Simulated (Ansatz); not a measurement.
Geometry optimisation, RHF/def2-SVP (Ansatz).

Input:

```yaml
crystal:
  periodic: [false, false, false]
  atoms:
    - { symbol: Si, position_ang: [0.0, 0.0, 0.0] }
    - { symbol: O, position_ang: [0.0, 0.0, 2.03] }
    - { symbol: H, position_ang: [-0.9095, -0.2814, 2.3671] }
    - { symbol: Cl, position_ang: [2.0086, 0.0, -0.7093] }
    - { symbol: Cl, position_ang: [-1.0032, 1.7381, -0.7093] }
    - { symbol: Cl, position_ang: [-1.0032, -1.7381, -0.7093] }
    - { symbol: Br, position_ang: [1.3622, -2.0686, 0.823] }
    - { symbol: H, position_ang: [0.6692, -1.0162, 1.9347] }
basis:
  gaussian: { orbitals: def2-SVP }
hamiltonian:
  xc: hf
relax:
  f_tol: 0.15
  max_steps: 25
  restrain:
    - { distance: [0, 6], at: 2.31, k: 30.0 }
    - { distance: [7, 1], at: 1.01, k: 30.0 }
    - { distance: [0, 1], at: 2.88, k: 30.0 }
    - { distance: [7, 6], at: 2.75, k: 30.0 }
output:
  orbitals: {}
```

Command:

```bash
$ ansatz run input.yaml --threads 4 --pin off --max-ram 5120MiB --backend cpu --events-out ev --progress --plain --runs-dir out
```

Problem. Where does it end, and by what steps?

Solution. The forces met the threshold. The restraints hold the end off the free minimum; the threshold counts their pulls, which the force column leaves out. Restrained pairs: Si1–Br7 (2.61 → 2.28 Å), O2–H8 (1.22 → 0.97 Å), Si1–O2 (2.03 → 2.89 Å), Br7–H8 (1.68 → 2.76 Å). After 13 steps the energy has fallen by 4.663 eV (the restraints' own energy left out); Cl4 moved furthest, 1.66 Å.

```
step  energy less start (eV)  largest force component (eV/Å)  accepted
   0                  0.0000                           4.085       yes
   1                 -0.3689                           3.691       yes
   2                 -0.6648                           3.601       yes
   3                 -1.6194                           2.244       yes
   4                 -2.6070                           1.959       yes
   5                 -3.0828                           2.843       yes
   6                 -3.4766                           2.982       yes
   7                 -3.8899                           1.524       yes
   8                 -4.0653                           1.855       yes
   9                 -4.1753                           1.595       yes
  10                 -4.3060                           1.991       yes
  11                 -4.4337                           2.114       yes
  12                 -4.5683                           1.866       yes
  13                 -4.6634                           1.146       yes
```

```xyz
8
Properties=species:S:1:pos:R:3
Si 0.537 -0.321 -0.478
O -0.632 -0.534 2.158
H -1.354 -0.239 2.695
Cl 1.518 -0.211 -2.280
Cl 0.138 1.598 0.063
Cl -1.141 -1.425 -0.801
Br 2.016 -1.365 0.906
H 0.043 -0.870 2.764
```

Time of the run: 25 s on 4 threads of Arm Neoverse V1, with other jobs on the host, peak memory 0.37 GiB.
